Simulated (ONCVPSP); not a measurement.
# What one change does to a pseudopotential (chromium, ONCV)

- Element: chromium (Cr)
- Generator: ONCVPSP 4.0.1
- Type: optimised norm-conserving Vanderbilt (ONCV)
- Functional: PBEsol
- Relativity: scalar-relativistic
- Frozen core: [Ne]
- Valence charge: 14
- Reference configuration: 3s2 3p6 3d5 4s1
- Partial waves: 3s+4s: rc 1.55 bohr, ncon 4, nbas 8, qcut 7.7 1/bohr, 2 projectors; 3p: rc 1.35 bohr, ncon 4, nbas 7, qcut 10.1 1/bohr, 1 projector; 3d: rc 1.15 bohr, ncon 4, nbas 9, qcut 13.1 1/bohr, 2 projectors, debl 0.8 Ha
- Local potential: polynomial inside 0.90 bohr (lpopt 2, dvloc0 0 Ha)
- Core correction: Teter function, fcfact 4.5, rcfact 1.6

Change: all radii but the core radius scaled by about 1.10 (s 1.70, p 1.48, d 1.26 bohr); local potential polynomial inside 0.98 bohr (lpopt 2, dvloc0 0 Ha).

Cutoffs: the cutoffs (Ha) at which the residual kinetic energy of the hardest occupied pseudo-wave falls to 1 and 0.1 mHa per electron; they do not see the model core or the augmentation charge, which bear on the density cutoff. Errors are all-electron minus pseudo energies relative to the spin-unpolarised reference configuration.

Task: Predict the effect on cutoff, ghosts and configuration errors.

Result: The potential gets neither clearly harder nor softer (64 Ha and 74 Ha → 60 Ha and 69 Ha); the d channel sets the loose cutoff, while the largest relative change is in s, which becomes softer; the errors of the 3 common tests hardly move; neither file shows a bound ghost.

```tsv
quantity	base	changed
cutoff, loose	64 Ha	60 Ha
cutoff, tight	74 Ha	69 Ha
loose cutoff by channel	s 19 Ha, p 27 Ha, d 64 Ha	s 11 Ha, p 28 Ha, d 60 Ha
bound ghosts	none	none
GHOST(+) flags under 300 eV	none	none
tests with a reliable result	3 of 4	3 of 4
error for 3s2 3p6 3d5 4s0, meV [ΔE 6.87 eV]	+0.6	+0.6
error for 3s2 3p6 3d4 4s0, meV [ΔE 22.89 eV]	+0.1	-0.1
error for 3s2 3p6 3d4 4s1, meV [ΔE 8.01 eV]	+2.9	+3.1
rms error of d²Exc/dni dnj with the model core, mHa	2.02	2.10
```
